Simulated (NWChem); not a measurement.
# NbHSOCl2; SMILES [Cl][Nb]([OH])([Cl])=[S]

```xyz
6

Nb     0.0377    -0.1935     0.0000
S      1.9774     0.7391     0.0000
Cl    -1.0778     0.4446    -1.9078
Cl    -1.0778     0.4446     1.9078
O      0.2942    -2.0525     0.0000
H      1.1078    -2.5905     0.0000
```
Atoms are numbered in this order, from 1.

Geometry: optimised at PBE-D3(BJ)/def2-SVP. No frequency run checked for a minimum. def2 effective core potentials on Nb; no spin-orbit coupling.

Symmetry labels are those of Cs in the frame above (b1 and b2, or b-type labels, depend on it).

Task: List the 6 lowest vertical singlet excitations from Hartree-Fock/def2-SVP with def2 effective core potentials on Nb, TDHF (NWChem).

Result: 
```tsv
state	energy (eV)	oscillator strength	symmetry	leading excitation (squared amplitude)
S1	3.77	0.000	a"	HOMO−1 → LUMO+1 (0.46)
S2	4.10	0.004	a"	HOMO−1 → LUMO+1 (0.47)
S3	4.10	0.002	a'	HOMO → LUMO+1 (0.48)
S4	4.73	0.001	a"	HOMO−2 → LUMO+1 (0.87)
S5	4.83	0.003	a'	HOMO−2 → LUMO (0.75)
S6	5.03	0.021	a'	HOMO−1 → LUMO (0.39)
```
